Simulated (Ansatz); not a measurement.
Molecule: difluorosilane, sum formula SiH2F2 (charge 0, singlet). 
Geometry from a B3LYP-D3(BJ)/def2-TZVP (Ansatz, a quantum-chemistry and plane-wave program) optimisation:
```xyz
5

Si     0.0045     0.4472     0.0371
F      1.2746    -0.5098     0.1000
F     -1.2843    -0.4609    -0.1805
H     -0.1239     1.1373     1.3283
H      0.1487     1.3379    -1.1230
```
Charge 0, spin multiplicity 1.

Basis-set convergence of Hartree-Fock and CCSD(T) correlation energies (hartree) with Ansatz. Correlated levels leave the core frozen unless marked. Spin-orbit coupling is left out. Non-relativistic.

```
basis        functions       E(HF)  E(corr, CCSD(T))
-----------  ---------  ----------  ----------------
cc-pV(D+d)Z         61  -489.10420          -0.49916
cc-pV(T+d)Z        127  -489.20547          -0.65761
cc-pV(Q+d)Z        234  -489.22975          -0.71424
cc-pV(5+d)Z        392  -489.23505          -0.73502
```

Extrapolating the two largest sets (X = 4 and 5) as X^-3: E(corr) = (125·(-0.73502) - 64·(-0.71424))/61 = -0.7568 Eh, an estimate of the basis-set limit. The largest set recovers 97.1 % of it, the smallest 66.0 %.
